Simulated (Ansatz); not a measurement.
Species: C$_{3}$H$_{8}$BF$_{2}$N, charge 0, multiplicity 1. 
Geometry from a B3LYP-D3(BJ)/def2-TZVP (Ansatz, a program for electronic structure) optimisation:
```xyz
15

C     -1.9110    -1.3084     0.2809
C     -1.1738    -0.0060    -0.0240
C     -1.9287     1.2093     0.5105
N      0.1877    -0.0450     0.5074
B      1.3705     0.0298    -0.2211
F      1.3718     0.1513    -1.5533
F      2.5612    -0.0174     0.3877
H     -2.0053    -1.4534     1.3607
H     -2.9167    -1.2941    -0.1428
H     -1.3735    -2.1629    -0.1311
H     -1.0756     0.0934    -1.1062
H     -2.9346     1.2579     0.0899
H     -2.0235     1.1553     1.5986
H     -1.4036     2.1316     0.2606
H      0.2500    -0.1360     1.5104
```
Charge 0, spin multiplicity 1.

Quantity: vertical triplet-singlet gap (E(triplet) - E(singlet); each state is the SCF solution reached for its spin), in kcal/mol. Cores are frozen in the correlated levels unless marked. UHF or UKS for open shells. No spin-orbit coupling. Non-relativistic. 

```json
[
 {"level": "HF/aug-cc-pVQZ", "program": "Ansatz", "vertical triplet-singlet gap (kcal/mol)": "137.1"},
 {"level": "SVWN5/def2-TZVPD", "program": "Ansatz", "vertical triplet-singlet gap (kcal/mol)": "144.2"},
 {"level": "r2SCAN/def2-TZVPD", "program": "Ansatz", "vertical triplet-singlet gap (kcal/mol)": "146.2"},
 {"level": "B3LYP/def2-TZVPD", "program": "Ansatz", "vertical triplet-singlet gap (kcal/mol)": "148.3"},
 {"level": "BHLYP/def2-TZVPD", "program": "Ansatz", "vertical triplet-singlet gap (kcal/mol)": "153.0"},
 {"level": "CAM-B3LYP/def2-TZVPD", "program": "Ansatz", "vertical triplet-singlet gap (kcal/mol)": "154.4"},
 {"level": "MP2/aug-cc-pVDZ", "program": "Ansatz", "vertical triplet-singlet gap (kcal/mol)": "159.5"},
 {"level": "SCS-MP2/aug-cc-pVDZ", "program": "Ansatz", "vertical triplet-singlet gap (kcal/mol)": "160.1"},
 {"level": "CCSD(T)/aug-cc-pVDZ", "program": "Ansatz", "vertical triplet-singlet gap (kcal/mol)": "152.2"}
]
```
